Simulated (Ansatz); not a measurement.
Cs₂Br₃⁻, 5 atoms. Hardware: 4 threads of Intel Xeon on a shared host.

In the def2 sets Cs takes a core potential; there is no spin–orbit coupling. Correlated methods freeze 27 core orbitals; core or outer-core shells of Cs, Br are correlated, in sets that lack core-valence functions.

How many basis functions does each of these Ansatz runs have, and roughly what does it cost? PBE-D4/def2-TZVPD, charge -1 singlet, energy and forces, from earlier orbitals; B3LYP-D4/def2-TZVPD, charge -1 singlet, energy, from earlier orbitals; ωB97X-V/def2-TZVPD, charge -1 singlet, energy, from earlier orbitals; MP2/def2-TZVPD, charge -1 singlet, energy, from earlier orbitals; PBE0-D4/def2-TZVPD, charge -1 singlet, energy, from earlier orbitals; HF/def2-TZVPD, charge -1 singlet, energy, from earlier orbitals; PBE-D4/def2-SVPD, charge -1 singlet, relaxation, 15 steps; CCSD(T)/def2-SVPD, charge -1 singlet, energy, from earlier orbitals; r2SCAN-D4/def2-TZVPD, charge -1 singlet, energy, from earlier orbitals.

Other jobs shared the machine, so times can vary by a factor of up to 3. A dash marks memory too small to be measured apart from the calling script's.

| run | functions | fitting or Cholesky vectors | wall time | peak host memory (GiB) |
| --- | --- | --- | --- | --- |
| HF/def2-TZVPD, charge -1 singlet, energy, from earlier orbitals | 235 | 2177 | 11 s | 1.2 |
| PBE-D4/def2-TZVPD, charge -1 singlet, energy and forces, from earlier orbitals | 235 | 1878 | 12 s | – |
| r2SCAN-D4/def2-TZVPD, charge -1 singlet, energy, from earlier orbitals | 235 | 1878 | 14 s | – |
| MP2/def2-TZVPD, charge -1 singlet, energy, from earlier orbitals | 235 | 1662 | 14 s | 0.73 |
| PBE0-D4/def2-TZVPD, charge -1 singlet, energy, from earlier orbitals | 235 | 2034 | 17 s | 1.2 |
| B3LYP-D4/def2-TZVPD, charge -1 singlet, energy, from earlier orbitals | 235 | 1986 | 18 s | 1.2 |
| ωB97X-V/def2-TZVPD, charge -1 singlet, energy, from earlier orbitals | 235 | 1986 | 34 s | 1.3 |
| PBE-D4/def2-SVPD, charge -1 singlet, relaxation, 15 steps | 177 | 1883 | 95 s | – |
| CCSD(T)/def2-SVPD, charge -1 singlet, energy, from earlier orbitals | 177 | 1679 | 3.1 min | 2.3 |
